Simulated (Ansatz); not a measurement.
C2H8AlNSi, SMILES `C=C[NH][AlH][SiH3]`. Total charge 0; spin multiplicity 1. The geometry is a stationary point of PBE0-D4/def2-TZVP. It is one conformer, not always the lowest.

```xyz
13

C    -1.237   -1.698    2.193
C    -0.583   -1.536    1.042
N    -0.251   -0.333    0.444
Al    0.624   -0.080   -1.095
Si    0.997    2.243   -1.778
H    -1.579   -0.854    2.782
H    -1.444   -2.691    2.568
H    -0.258   -2.410    0.482
H    -0.566    0.461    0.987
H     1.067   -1.397   -1.856
H     1.732    2.334   -3.071
H    -0.293    2.973   -1.942
H     1.791    2.987   -0.757
```

(1) What is the dipole moment at ωB97M-V/def2-TZVPP? (Estimate.)

(2) And with PBE, r2SCAN, B3LYP? (Best estimate.)

(3) Give the Mulliken charges with ωB97M-V, PBE, B3LYP in def2-TZVPP. (Estimate.)

## Answers

(1) Ansatz gave: 0.42 D, with components (0.07, 0.39, -0.13) D in this frame, pointing from negative to positive charge.

(2) The calculation gave: PBE 0.37 D, r2SCAN 0.40 D, B3LYP 0.37 D.

(3) Ansatz gave: 
```tsv
atom	ωB97M-V	PBE	B3LYP
C1	-0.28	-0.24	-0.28
C2	0.02	-0.03	-0.01
N3	-0.25	-0.18	-0.23
Al4	0.40	0.36	0.41
Si5	-0.07	-0.03	0.04
H6	0.07	0.06	0.07
H7	0.09	0.09	0.09
H8	0.10	0.09	0.10
H9	0.10	0.13	0.12
H10	-0.11	-0.12	-0.14
H11	-0.02	-0.04	-0.05
H12	-0.02	-0.04	-0.06
H13	-0.02	-0.04	-0.06
```

B3LYP here is the variant with VWN-RPA as its local correlation; programs differ in this.
